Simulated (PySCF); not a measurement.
Run record for `N#CCCC(F)(F)F`: PBE0/6-311G**, grid level 3, TDA, 1 singlet.

Method: TDA PBE0/6-311G**, vertical, gas phase, core orbitals frozen in the response (PySCF 2.14.0, density-fitted response routines). Geometry: GFN2-xTB. A driver script takes a list of jobs; this job's settings line and coordinates (Å) are shown.

Command:
```bash
OMP_NUM_THREADS=1 python probes_run.py task.json out
```

Input:
```
{"job": {"kind": "uv", "xc": "PBE0", "basis": "6-311G**", "nstates": 1, "ntriplets": 5, "tda": true, "grid": 3}, "charge": 0, "multiplicity": 1}
N      3.280583    -0.353610     0.148097
C      2.210356    -0.118263    -0.171850
C      0.853035     0.175444    -0.564654
C     -0.128133    -0.231145     0.541162
C     -1.552455     0.080494     0.122368
F     -1.734490     1.386543    -0.124609
F     -2.438687    -0.261673     1.065746
F     -1.906686    -0.569951    -0.996217
H      0.631994    -0.369424    -1.487455
H      0.774041     1.247929    -0.766662
H     -0.064770    -1.302372     0.743785
H      0.076411     0.315344     1.464262
```

Q: What does the run print?

A: 
```
coarse grid: 11144 points
cycle   1  E = -508.5452000485  dE =  1.253e+00  |g| = 9.689e-01  |ddm| = 2.954e+00
cycle   2  E = -508.2668991394  dE =  2.783e-01  |g| = 1.606e+00  |ddm| = 1.735e+00
cycle   3  E = -508.6978305940  dE = -4.309e-01  |g| = 2.561e-01  |ddm| = 1.208e+00
cycle   4  E = -508.7098070273  dE = -1.198e-02  |g| = 9.165e-02  |ddm| = 2.075e-01
cycle   5  E = -508.7114579397  dE = -1.651e-03  |g| = 1.857e-02  |ddm| = 8.079e-02
cycle   6  E = -508.7115282041  dE = -7.026e-05  |g| = 3.324e-03  |ddm| = 1.390e-02
cycle   7  E = -508.7115305659  dE = -2.362e-06  |g| = 6.853e-04  |ddm| = 2.621e-03
final grid: 152392 points
cycle   8  E = -508.7227360893  dE = -5.490e-05  |g| = 6.302e-03  |ddm| = 2.693e-02
cycle   9  E = -508.7227325673  dE =  3.522e-06  |g| = 7.877e-03  |ddm| = 9.116e-03
cycle  10  E = -508.7227446300  dE = -1.206e-05  |g| = 1.081e-03  |ddm| = 4.747e-03
cycle  11  E = -508.7227447699  dE = -1.399e-07  |g| = 5.743e-04  |ddm| = 1.186e-03
cycle  12  E = -508.7227448308  dE = -6.085e-08  |g| = 1.886e-04  |ddm| = 4.647e-04
cycle  13  E = -508.7227448377  dE = -6.888e-09  |g| = 3.479e-05  |ddm| = 1.176e-04
cycle  14  E = -508.7227448379  dE = -2.494e-10  |g| = 6.461e-06  |ddm| = 2.780e-05
converged SCF energy = -508.7227448379

Static polarisability (au): isotropic 45.508, principal 37.200 40.107 59.219

Singlet excitations
state   eV       nm        f      main configurations
  1   8.0035    154.9   0.00006   H->L 0.57, H-1->L+1 0.28, H->L+2 0.11

Triplet excitations (Tamm-Dancoff, eV): 6.5179 7.1178 7.1272 7.9444 8.0222
```

The SCF starts on a coarse grid where the log names one; the energy can jump when the final grid takes over, and dE then counts from the start density on the new grid. H and L stand for HOMO and LUMO; the number after each pair is its weight.

Q: Give S1 in cm⁻¹ and kJ/mol.

A: 8.0035 eV × 8065.54 = 64553 cm⁻¹; × 96.485 = 772.2 kJ/mol.

Q: How does the lowest singlet excitation compare with the HOMO–LUMO gap?

A: HOMO -9.75 eV and LUMO 0.64 eV give a gap of 10.39 eV; S1 at 8.00 eV lies 2.39 eV below it.

In short: SCF converged in 14 cycles with 168 basis and 756 fitting functions; HOMO -9.75 eV, LUMO 0.64 eV; lowest singlet 8.00 eV; lowest triplet 6.52 eV (Tamm–Dancoff); mean polarisability 45.5 au.

All basis functions are spherical, in the Pople sets too.

The run took 43 s wall (grids of density and orbitals included) on one thread, Intel Xeon at 2.70 GHz (x86_64) (shared host), and the process peaked at 0.74 GiB of memory.

The values belong to the conformer `[N:1]#[C:2][CH2:3][CH2:4][C:5]([F:6])([F:7])[F:8]`: C2–C3–C4–C5 180°, C3–C4–C5–F6 -60°.
